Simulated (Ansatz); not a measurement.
The cluster WO₃, relaxed as a singlet with RKS PBE0-D4/def2-TZVP in Ansatz, starting from the GFN1-xTB geometry. Force threshold 0.02 eV/Å.

In the def2 sets W takes a core potential; there is no spin–orbit coupling. The relaxation made no stability test and no search for a lower SCF solution. The structure comes from a short search, and lower isomers may exist.

Start:

```xyz
4

W     0.091   -0.164   -0.192
O    -0.735   -1.234    0.827
O    -0.879    0.910   -1.070
O     1.522    0.488    0.436
```

```tsv
step	energy (eV)	largest force component (eV/Å)	SCF passes
1	-7964.2133	2.858	20
2	-7964.5382	1.632	30
3	-7964.6185	0.285	22
4	-7964.6214	0.039	21
5	-7964.6215	0.033	23
6	-7964.6215	0.001	24
```

Force components are those of the run's own axes.

End:

```xyz
4

W     0.160   -0.286   -0.336
O    -0.733   -1.149    0.848
O    -0.873    0.921   -0.983
O     1.446    0.514    0.471
```

By distances, no bond broke or formed. The bond that changes most is W1–O2, from 1.69 to 1.72 Å (atoms count from 1).

No frequencies were taken in this run, so the end may be a saddle point.

Run time 5.5 s (4 threads of Arm Neoverse V2 on a shared host).
